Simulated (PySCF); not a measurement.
From one molecule to another.

First species: C₂H₅NOSi.
Cartesian coordinates in Å at the GFN2-xTB level; atoms count from 1:
```xyz
10
C2H5NOSi angstrom
C     -1.3737   -0.3951   -0.2275
Si     0.2694    0.2701    0.4219
O      0.4945    1.6927   -0.3276
C      1.6345   -0.9231   -0.0647
N      2.4689   -1.6516   -0.3564
H     -2.1878    0.2803    0.0182
H     -1.6013   -1.3644    0.2057
H     -1.3550   -0.5090   -1.3081
H      0.3645    0.3990    1.8777
H      1.2949    2.2058   -0.2616
```

Second species: C5H8NO (charge +1).
InChI=1S/C5H8NO/c1-2-6-3-4-7-5-6/h3-5H,2H2,1H3/q+1

Levels: PBE0/def2-SVPD for HOMO energy, LUMO energy, HOMO–LUMO gap, static isotropic polarisability and electronic spatial extent ⟨r²⟩ about the centre of nuclear charge; TDDFT PBE0/def2-SVPD for lowest singlet excitation; TDA PBE0/def2-SVPD for lowest triplet excitation (Tamm–Dancoff); GFN2-xTB for rotational constant A and rotational constant C. Geometries: GFN2-xTB. Each structure is a single optimised conformer of the isolated species, non-relativistic unless stated. Electronic properties by PySCF.

Dipoles, sizes and rotational constants follow the conformer. The torsions of the flexible species, by atom-mapped SMILES:
- `[CH3:1][Si@H:2]([OH:3])[C:4]#[N:5]`: H–O3–Si2–C1 -173°
- `[CH3:1][CH2:2][n+:3]1[cH:4][cH:5][o:6][cH:7]1`: C1–C2–N3–C4 -82°

```json
{"property": "HOMO energy", "column X": "-13.11 eV", "column Y": "-9.33 eV"}
{"property": "LUMO energy", "column X": "-6.24 eV", "column Y": "-0.77 eV"}
{"property": "HOMO–LUMO gap", "column X": "6.87 eV", "column Y": "8.56 eV"}
{"property": "lowest singlet excitation", "column X": "6.15 eV", "column Y": "6.92 eV"}
{"property": "lowest triplet excitation (Tamm–Dancoff)", "column X": "4.18 eV", "column Y": "5.90 eV"}
{"property": "static isotropic polarisability", "column X": "60.5 au", "column Y": "55.7 au"}
{"property": "electronic spatial extent ⟨r²⟩ about the centre of nuclear charge", "column X": "726 bohr²", "column Y": "582 bohr²"}
{"property": "rotational constant A", "column X": "6.891 GHz", "column Y": "6.049 GHz"}
{"property": "rotational constant C", "column X": "1.729 GHz", "column Y": "2.155 GHz"}
```

(1) Which column belongs to which species?

(2) How does each property change from the first species to the second?

Results:

(1) Column X is the second species and column Y the first. The first has 10 atoms and 46 electrons, the second 15 and 52; their charges are 0 and +1, their HOMO energies -9.33 eV and -13.11 eV.

(2) HOMO energy -3.78 eV; LUMO energy -5.47 eV; HOMO–LUMO gap -1.69 eV; lowest singlet excitation -0.77 eV; lowest triplet excitation (Tamm–Dancoff) -1.72 eV; static isotropic polarisability +4.8 au; electronic spatial extent ⟨r²⟩ about the centre of nuclear charge +144 bohr²; rotational constant A +0.842 GHz; rotational constant C -0.426 GHz.

On the first: No computed singlet falls in the visible range (750 to 380 nm, 1.65 to 3.26 eV); S1 lies 3.66 eV above its blue end. The vertical singlet–triplet gap S1 − T1 is 1.02 eV (TDDFT singlet less Tamm–Dancoff triplet; S1: HOMO→LUMO, weight 0.78; T1: HOMO−2→LUMO, weight 0.41).

On the second: The principal polarisabilities are 45.5, 61.6 and 74.4 au; their mean is the isotropic value. S1 lies 0.72 eV below the HOMO–LUMO gap; its leading configuration is HOMO→LUMO, weight 0.95.
